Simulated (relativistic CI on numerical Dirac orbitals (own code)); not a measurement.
Hyperfine structure of Se IX, mass number 79

Method of calculation: Dirac-Coulomb-Breit CI, KLI orbitals optimised for each configuration, a model potential for QED, unscaled Slater integrals (own radial code, finite nucleus).

Configuration list (outside the closed core [Ne]): 3s²3p⁶3d⁸, 3s²3p⁵3d⁹, 3s²3p⁶3d⁷4s, 3s²3p⁴3d¹⁰, 3s3p⁶3d⁹, 3s²3p⁶3d⁷4p, 3s²3p⁶3d⁶4s², 3s²3p⁶3d⁷4d, 3s²3p⁶3d⁶4s4p, 3p⁶3d¹⁰, 3s²3p⁶3d⁷5s, 3s²3p⁶3d⁶4p², 3s²3p⁶3d⁷4f, 3s²3p⁶3d⁷5p, 3s²3p⁶3d⁶4s4d, 3s²3p⁶3d⁷5d. Levels of other configurations are missing.

Nuclear spin I = 7/2, μ = -1.018 μN, Q = 0.8 b (tables of Stone and Pyykkö). The electronic factors are computed for point nuclear moments, without core polarisation or the Bohr-Weisskopf and QED corrections.

```json
{"Level": "3s²3p⁶3d⁸ ³F4", "E (cm⁻¹)": "0", "A (MHz)": "-439.7", "B (MHz)": "-1200"}
{"Level": "3s²3p⁶3d⁸ ³F3", "E (cm⁻¹)": "6184", "A (MHz)": "-600.2", "B (MHz)": "-878"}
{"Level": "3s²3p⁶3d⁸ ³F2", "E (cm⁻¹)": "9556", "A (MHz)": "-818.1", "B (MHz)": "-667"}
{"Level": "3s²3p⁶3d⁸ ¹D2", "E (cm⁻¹)": "27627", "A (MHz)": "-573.4", "B (MHz)": "983"}
{"Level": "3s²3p⁶3d⁸ ³P2", "E (cm⁻¹)": "36875", "A (MHz)": "-548.4", "B (MHz)": "1590"}
{"Level": "3s²3p⁶3d⁸ ³P1", "E (cm⁻¹)": "37449", "A (MHz)": "13.24", "B (MHz)": "-850"}
{"Level": "3s²3p⁶3d⁸ ¹G4", "E (cm⁻¹)": "48942", "A (MHz)": "-643.6", "B (MHz)": "-4830"}
{"Level": "3s²3p⁶3d⁷4s ⁵F5", "E (cm⁻¹)": "627591", "A (MHz)": "-1465", "B (MHz)": "1250"}
```

Levels with J = 0, under 50 % of one LS term, or S terms without an open s electron are left out. Small factors come from cancelling terms and can be off by tens of per cent or more.

At this charge configurations can still be misplaced by up to about 7 % of their energy. Terms inside the open d or f shell come out 10 to 20 % too wide with unscaled integrals.

Q: Give the hyperfine levels of 3s²3p⁶3d⁸ ³F4 relative to its centre of gravity.

A: With K = F(F + 1) − I(I + 1) − J(J + 1), E = AK/2 + B[¾K(K + 1) − I(I + 1)J(J + 1)]/[2I(2I − 1)J(2J − 1)]: F = 1/2: 7105, F = 3/2: 6597, F = 5/2: 5720, F = 7/2: 4428, F = 9/2: 2656, F = 11/2: 321.7, F = 13/2: -2676, F = 15/2: -6456 MHz.

LS names give the leading component of a level, which can be under half, so a name can repeat, a term be missing and a line seem to break the LS rules.
